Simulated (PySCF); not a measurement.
Calculation: PBE0-D4/def2-TZVP run with PySCF. All species are isolated molecules in the gas phase. One relaxed conformer stands for a flexible species; it need not be the lowest. Excitations are Tamm–Dancoff values on a coarser integration grid. The basis has no diffuse functions, so Rydberg states are missing or too high.

Reference species (SMILES): `CS[SiH2]Cl` (C–S–Si–Cl torsion 64°) (neutral, multiplicity 1).

| Quantity | Result |
|---|---|
| HOMO | -7.32 eV |
| S1 excitation (TDA) | 5.68 eV |
| T1 excitation (TDA) | 5.20 eV |

Changed species: `Cl[SiH2]Cl` (X = chloro; the reference has X = methylthio).

Give the shifts of the HOMO, S1 excitation (TDA) and T1 excitation (TDA).

the HOMO decreases by 1.78 eV, to -9.10 eV; the S1 excitation (TDA) rises by 1.88 eV, to 7.56 eV; the T1 excitation (TDA) rises by 1.97 eV, to 7.17 eV.
